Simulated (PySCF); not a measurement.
PySCF 2.14 output of an unrestricted r2SCAN calculation on a single atom or ion in aug-cc-pwCVTZ-PP with ECP10MDF, with scalar relativity through the core potential:

```
SCF conv_tol = 1e-09
number electrons alpha = 9  beta = 7
    J. W. Furness, A. D. Kaplan, J. Ning, J. P. Perdew, and J. Sun.,  J. Phys. Chem. Lett. 11, 8208-8215 (2020)
    J. W. Furness, A. D. Kaplan, J. Ning, J. P. Perdew, and J. Sun.,  J. Phys. Chem. Lett. 11, 9248-9248 (2020)
    J. W. Furness, A. D. Kaplan, J. Ning, J. P. Perdew, and J. Sun.,  J. Phys. Chem. Lett. 11, 8208-8215 (2020)
    J. W. Furness, A. D. Kaplan, J. Ning, J. P. Perdew, and J. Sun.,  J. Phys. Chem. Lett. 11, 9248-9248 (2020)
cycle= 1 E= -194.819396923204  delta_E= -0.00834  |g|= 0.0309  |ddm|= 0.183
cycle= 2 E= -194.819396714997  delta_E= 2.08e-07  |g|= 0.0343  |ddm|= 0.0272
cycle= 3 E= -194.81953515309  delta_E= -0.000138  |g|= 0.00196  |ddm|= 0.0136
cycle= 4 E= -194.819535543014  delta_E= -3.9e-07  |g|= 0.000404  |ddm|= 0.000737
cycle= 5 E= -194.819535567037  delta_E= -2.4e-08  |g|= 2.19e-05  |ddm|= 0.00019
cycle= 6 E= -194.81953556715  delta_E= -1.13e-10  |g|= 7.16e-07  |ddm|= 1.81e-05
converged SCF energy = -194.81953556715  <S^2> = 2.0011534  2S+1 = 3.0007688
```

The run itself started from symmetry-adapted Hartree-Fock orbitals and held the occupation by maximum overlap, on a logarithmic radial grid, so the iterations belong to that start.

Which element, charge and spin multiplicity is this?

Cu(3+) (copper, charge +3), multiplicity 3; the state was [Ar] 3d8, high-spin 3F determinant.

Energies and moments cover only the electrons outside the core potential.
